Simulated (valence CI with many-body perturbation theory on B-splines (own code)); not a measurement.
# Hf40+ in brief

Method: valence CI with perturbative core correlation (CI+MBPT): four valence electrons over a frozen Dirac-Fock core [Ar] 3d10, radial functions for each j: 11 s, 11 p, 9 d, 7 f, 5 g, 2 h, 1 i, with the one-electron correlation potential Σ1, the two-electron term Σ2, the three-electron term Σ3, Breit, model QED; selected CI, second order for the rest (own B-spline code, finite nucleus).

The last digits are not significant, and no measured levels were compared; by estimate large intervals hold to a few tenths of a per cent, small ones and those within an open d or f shell to about a per cent.

Levels are named by their leading jj configuration (3d3/2^4 stands for four electrons in 3d with j = 3/2), which in mixed levels can hold well under half, so a name can repeat and another be missing.

Rates and lifetimes use the calculated energies. Strong lines usually hold to 10 to 20 %, long lifetimes can be off by a factor of two.

(1) What is the ground level?

(2) Name the longest-lived excited levels whose lifetime is computed, and their main decay.

(3) What are the static dipole polarisabilities of the lowest levels?

(4) How well does LS coupling describe the low levels?

(5) Among levels below 453.68 eV, which E1 lines absorb most strongly from the ground level?

## Answers

(1) (4s^2 4p1/2^2) J=0, composition 70 % 4s²4p² ³P + 29 % 4s²4p² ¹S.

(2) (4s^2 4p1/2 4p3/2) J=2 at 82.64 eV lives 12.1 μs, mostly by E2 to (4s^2 4p1/2^2) J=0; (4s^2 4p3/2 4d5/2) J=4 at 326.61 eV lives 373 ns, mostly by M1 to (4s^2 4p1/2 4d5/2) J=3; (4s^2 4p1/2 4p3/2) J=1 at 78.53 eV lives 314 ns, mostly by M1 to (4s^2 4p1/2^2) J=0.

(3) (4s^2 4p1/2^2) J=0 0.0358; (4s^2 4p1/2 4p3/2) J=1 0.0420 (tensor 0.0015); (4s^2 4p1/2 4p3/2) J=2 0.0418 (tensor 0.0028) bohr³, of which the core gives 0.00241.

(4) Among the lowest 20 levels the leading LS term, summed over configurations, holds 60 % on average. For single configurations the figures are 57 % in LS and 88 % in jj coupling. Terms mix most in the J = 1 level at 183.64 eV, where the leading one holds 40 %.

(5) to (4s^2 4p1/2 4d3/2) J=1 at 5.128 nm, f = 1.61; to (4s 4p1/2^2 4p3/2) J=1 at 6.751 nm, f = 0.526; to (4s 4p1/2 4p3/2^2) J=1 at 4.656 nm, f = 0.0269.
